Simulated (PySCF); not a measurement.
H8N2OSi2, SMILES O[Si@@H]([SiH2]N)N.

Geometry: PBE-D3(BJ)/def2-SVP. The structure was generated by enumeration; whether it is a known compound was not checked. The values are those of a single conformer.

The numbers are results of PySCF with TDA-LC-ωPBE/def2-SVPD, not measurements.

Vertical excitations. 

| state | energy (eV) | λ (nm) | f | main pairs |
|---|---|---|---|---|
| S1 | 6.29 | 197 | 0.023 | HOMO→LUMO+1 71 %, HOMO→LUMO 15 % |
| S2 | 6.72 | 185 | 0.048 | HOMO→LUMO 40 %, HOMO→LUMO+2 18 %, HOMO→LUMO+1 12 %, HOMO−1→LUMO 8 % |
| S3 | 7.16 | 173 | 0.057 | HOMO−1→LUMO 51 %, HOMO−1→LUMO+1 18 %, HOMO−1→LUMO+2 8 % |
| S4 | 7.48 | 166 | 0.014 | HOMO→LUMO+2 47 %, HOMO−2→LUMO+1 8 %, HOMO→LUMO 8 % |
| S5 | 7.85 | 158 | 0.055 | HOMO−1→LUMO+1 24 %, HOMO→LUMO+4 17 %, HOMO−1→LUMO 10 %, HOMO→LUMO+2 6 % |
| S6 | 8.08 | 154 | 0.037 | HOMO→LUMO+4 19 %, HOMO−3→LUMO 13 %, HOMO→LUMO+6 12 %, HOMO→LUMO+7 9 % |
| S7 | 8.14 | 152 | 0.009 | HOMO−2→LUMO 25 %, HOMO−3→LUMO 25 %, HOMO−1→LUMO+1 14 % |
| S8 | 8.24 | 150 | 0.239 | HOMO→LUMO+3 34 %, HOMO→LUMO+4 11 %, HOMO−2→LUMO+1 7 %, HOMO→LUMO+2 6 % |
| S9 | 8.41 | 147 | 0.053 | HOMO→LUMO+3 28 %, HOMO−2→LUMO+1 21 %, HOMO−1→LUMO+5 9 %, HOMO→LUMO+5 6 % |
| S10 | 8.46 | 146 | 0.019 | HOMO−2→LUMO 16 %, HOMO−1→LUMO+2 13 %, HOMO→LUMO+6 11 %, HOMO−1→LUMO+5 8 % |
| T1 | 5.58 | 222 | 0 | HOMO→LUMO+1 36 %, HOMO→LUMO 33 %, HOMO→LUMO+2 6 % |
| T2 | 5.80 | 214 | 0 | HOMO→LUMO+1 36 %, HOMO→LUMO+2 22 %, HOMO→LUMO+5 13 %, HOMO→LUMO 10 % |
| T3 | 6.66 | 186 | 0 | HOMO−1→LUMO 54 %, HOMO−1→LUMO+1 15 %, HOMO−1→LUMO+2 8 % |
| T4 | 6.87 | 181 | 0 | HOMO−1→LUMO+1 18 %, HOMO→LUMO+2 16 %, HOMO−2→LUMO+1 14 %, HOMO→LUMO+7 6 % |
Triplets are in the Tamm–Dancoff approximation.
